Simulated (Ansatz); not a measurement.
`Cl[CH2][GeH2][SeH]` + `N=C[SiH2][SiH2]N` → `N=[CH][GeH2][CH2]Cl` + `N[SiH2][SiH2][SeH]`  (redistribution)

Computed with Ansatz on PBE0-D4/def2-TZVP structures; ΔE is electronic, products minus reactants. CCSD(T)/CBS adds triple-zeta CCSD(T) − MP2 to the extrapolated MP2 energy (def2 sets, frozen cores). DFT in def2-TZVPP. For Ge, Se outer-core shells are correlated without core-valence functions, which leaves a few kJ/mol of doubt a bond. Scalar relativity is left out up to krypton. Each species was taken in one conformer, which may not be the lowest.

`Cl[CH2][GeH2][SeH]`:

```xyz
9

Cl    2.287    0.641    0.642
C     0.713    1.060   -0.066
Ge   -0.281   -0.564   -0.562
Se   -0.807   -1.829    1.350
H     0.158    1.642    0.670
H     0.894    1.679   -0.945
H    -1.578   -0.164   -1.288
H     0.610   -1.450   -1.441
H    -1.995   -1.015    1.639
```

`N=C[SiH2][SiH2]N`:

Cartesian coordinates in Å:
```
N 1.832 -0.689 -0.199
C 1.039 -1.493 0.384
Si -0.777 -1.000 0.651
Si -1.018 1.268 0.116
N -0.116 1.515 -1.323
H 2.773 -1.079 -0.286
H 1.381 -2.479 0.734
H -1.119 -1.310 2.069
H -1.601 -1.905 -0.201
H -2.449 1.602 -0.132
H -0.609 2.066 1.316
H 0.809 1.103 -1.327
H -0.144 2.400 -1.803
```

`N=[CH][GeH2][CH2]Cl`:

Z-matrix (Å, degrees):
```
Ge
C 1 1.970
C 1 1.968 2 109.4
H 1 1.537 2 111.7 3 119.6
H 1 1.543 2 106.9 3 -118.9
N 2 1.265 1 125.7 3 120.3
H 2 1.095 1 117.7 3 -58.9
Cl 3 1.783 1 109.7 2 60.8
H 3 1.089 1 111.6 2 -180.0
H 3 1.089 1 111.1 2 -58.1
H 6 1.023 2 111.8 1 0.8
```

`N[SiH2][SiH2][SeH]`:

```xyz
11

N     0.463   -1.758    0.280
Si   -0.071   -0.675   -0.942
Si    0.371    1.459   -0.096
Se   -0.433    1.504    2.057
H     0.470   -2.754    0.127
H     0.264   -1.531    1.242
H    -1.529   -0.726   -1.282
H     0.670   -0.962   -2.201
H    -0.227    2.556   -0.904
H     1.823    1.724    0.077
H    -1.801    1.163    1.641
```

| level | ΔE (kcal/mol) | difference from CCSD(T)/CBS |
| --- | --- | --- |
| PBE0-D4 | 2.6 | 0.5 |
| PBE0 | 2.4 | 0.3 |
| HF/def2-TZVPP | 3.5 | 1.4 |
| SCS-MP2/def2-TZVPP | 2.6 | 0.5 |
| CCSD/def2-TZVPP | 2.7 | 0.6 |
| CCSD(T)/def2-TZVPP | 2.6 | 0.5 |
| MP2/def2-QZVPP | 2.1 | 0.0 |
| SCS-MP2/def2-QZVPP | 2.4 | 0.3 |
| HF/CBS(def2) | 3.6 | 1.5 |
| MP2/CBS(def2) | 1.9 | -0.2 |
| CCSD(T)/CBS | 2.1 | 0 |

Largest T1 diagnostic among the species: 0.013.

In def2-TZVPP, CCSD(T) changes the Hartree–Fock value by −1.0 kcal/mol (the triples alone add −0.1 kcal/mol) and MP2 by −1.2 kcal/mol.
